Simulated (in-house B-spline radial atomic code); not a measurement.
The numbers below are computed, except where a source is named.
# Building a PAW d channel for Hf, r_c = 1.52 bohr

Hf, [Xe] 4f14 5d2 6s2, non-relativistic PBE (a model for so heavy an element), spherical and spin-unpolarised, from an all-electron radial atomic-structure program (B-spline basis) (atomic units; all potentials screened as in the neutral atom).

Two all-electron partial waves φ1, φ2 are integrated outwards at E1 = ε(5d) = -0.136675 and E2 = E1 + 0.5 hartree; φ1 is the bound orbital and φ2 has unit norm inside r_c = 1.5171 bohr. Smooth partners are polynomials, r^3(a0 + a1 r² + a2 r⁴ + a3 r⁶), matched to φ and three derivatives at r_c, with no condition on the norm. The local potential is -16.4694 + (17.0391) r² + (-7.46493) r⁴ + (1.21646) r⁶ inside 1.2421 bohr and the all-electron one outside.

```json
{"wave": "1", "φ(r_c)": "0.6831068", "φ'(r_c)": "0.1035726", "a0": "0.8838527", "a1": "-0.5536982", "a2": "0.1425409", "a3": "-0.01385427"}
{"wave": "2", "φ(r_c)": "1.255833", "φ'(r_c)": "-0.5166379", "a0": "2.070226", "a1": "-1.393105", "a2": "0.3648512", "a3": "-0.03583822"}
```

Inside r_c the overlaps are <φi φj> = [[0.23415, 0.48299], [0.48299, 1.00000]] and, for the smooth waves, [[0.23078, 0.47588], [0.47588, 0.98489]]. With χj = (Ej − T − V_local) applied to smooth wave j, the program's quadrature gives the matrix B_ij = <smooth i, χj> as [[0.20090, 0.44368], [0.44723, 0.99018]].

Task: Check the match of the first wave, and find the augmentation charges q_ij.

Result: At r_c the four terms are 3.08619, -4.44984, 2.63657, -0.58981, which sum to 0.6831, φ1(r_c) to rounding. q_ij is the all-electron overlap less the smooth one: [[0.00337, 0.00711], [0.00711, 0.01511]]. The smooth first wave has a norm of 0.2308 inside r_c against 0.2342, and q11 > 0 puts back the missing charge.

Task: B isn't symmetric. Show that D_ij = B_ij + Ej q_ij is.

Result: Integrating by parts gives B12 − B21 = (E1 − E2) q12: 0.44368 − (0.44723) = -0.00355, and −0.5 × (0.00711) = -0.00355. So D12 = 0.44368 + (0.363325)(0.00711) = 0.44626 and D21 = 0.44723 + (-0.136675)(0.00711) = 0.44626; D11 = 0.20044, D22 = 0.99567. The projectors, p = (B⁻¹)ᵀ χ, are dual to the smooth waves; det B = 0.0005, small beside B11 B22, as the two smooth waves look alike inside r_c.

Solving (T + V_local + Σ p D p) ψ = E (1 + Σ p q p) ψ in a sphere of 9 bohr, whose wall lifts the free-atom level a little, gives these levels:

```json
{"all-electron": "-0.136412", "one projector": "-0.136412", "two projectors": "-0.136412"}
{"all-electron": "0.119871", "one projector": "0.119814", "two projectors": "0.119871"}
{"all-electron": "0.428327", "one projector": "0.427874", "two projectors": "0.428327"}
{"all-electron": "0.894945", "one projector": "0.892902", "two projectors": "0.894940"}
{"all-electron": "1.503800", "one projector": "1.497010", "two projectors": "1.503730"}
```

Task: What does the second projector gain?

Result: With one projector the errors are 0.00, -0.06, -0.45, -2.04, -6.79 millihartree. With two the errors are 0.00, 0.00, 0.00, -0.01, -0.07 millihartree. The scattering is exact at E1 and at E2 = 0.363, and over all levels compared the largest error is 0.07 millihartree. The lowest eigenvalue of the overlap operator is 1 with one and 1 with two projectors. The smooth orbital alone needs a cutoff of 11.7 hartree for 1 millihartree of kinetic energy, against 12.1 for a norm-conserving Troullier-Martins orbital of the same radius.
